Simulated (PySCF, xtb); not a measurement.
ZrI3, SMILES [I][Zr+]([I])[I], charge +1, multiplicity 1.

Harmonic wavenumbers (cm⁻¹) from GFN2-xTB in xtb at its own minimum, in rising order: 45, 45, 51, 230, 275, 275.

Task: What does PBE0-D3(BJ)/def2-SVP in PySCF give at its own minimum? (An estimate is asked for; the answer gives what the named calculation found.)

Result: 57, 57, 58, 227, 290, 290. Paired by order, the mean absolute difference is 11 cm⁻¹ and the zero-point energies are 1.3 and 1.4 kcal/mol.
